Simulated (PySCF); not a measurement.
**Oxygen: a sound run and one with changed settings**

Sound run: O+ [He] 2s2 2p3, O(2+) [He] 2s2 2p2. Computed with PySCF 2.14 in aug-cc-pVDZ-DK, with scalar relativity by spin-free X2C-1e. In the sound run the correlated levels freeze 1s2. The sound run starts from symmetry-adapted Hartree-Fock orbitals and uses a fine grid where one is needed.

Changed run: a valence shell is frozen. This setting is unsound on purpose.

| species | method | sound run (hartree) | changed run (hartree) | converged |
| --- | --- | --- | --- | --- |
| O+ | MP2 | -74.47813 | -74.42289 | yes |
| O+ | CCSD(T) | -74.49488 | -74.42645 | yes |
| O(2+) | MP2 | -73.19255 | -73.14098 | yes |
| O(2+) | CCSD(T) | -73.21586 | -73.14202 | yes |

Ionisation energy of O+:

| method | sound run (eV) | changed run (eV) |
| --- | --- | --- |
| UHF | 34.549 | 34.549 |
| MP2 | 34.982 | 34.883 |
| SCS-MP2 | 34.784 | 34.660 |
| CCSD | 34.800 | 34.949 |
| CCSD(T) | 34.804 | 34.951 |

Freezing a valence shell removes pair correlation that changes on ionisation.

For comparison, NIST gives 35.121 eV between the lowest levels.
